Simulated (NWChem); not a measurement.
# HTeF; SMILES [TeH]F

```xyz
3

Te    -0.0297    -0.2800     0.0000
H      1.6362    -0.4078     0.0000
F     -0.0103     1.6631     0.0000
```
Atoms are numbered in this order, from 1.

Geometry: optimised at PBE0/def2-SVP. Not confirmed as a minimum by frequencies. B3LYP is NWChem's, with the RPA form of VWN correlation. def2 effective core potentials on Te; no spin-orbit coupling.

Symmetry labels are those of Cs in the frame above (b1 and b2, or b-type labels, depend on it).

List the 4 lowest vertical singlet excitations from B3LYP/def2-SVPD with def2 effective core potentials on Te, TDA (NWChem).


| state | energy (eV) | oscillator strength | symmetry | leading excitation (squared amplitude) |
|---|---|---|---|---|
| S1 | 2.44 | 0.000 | a" | HOMO → LUMO (0.99) |
| S2 | 4.59 | 0.009 | a" | HOMO → LUMO+1 (0.99) |
| S3 | 5.57 | 0.010 | a' | HOMO−1 → LUMO (0.94) |
| S4 | 6.36 | 0.169 | a" | HOMO → LUMO+2 (0.93) |
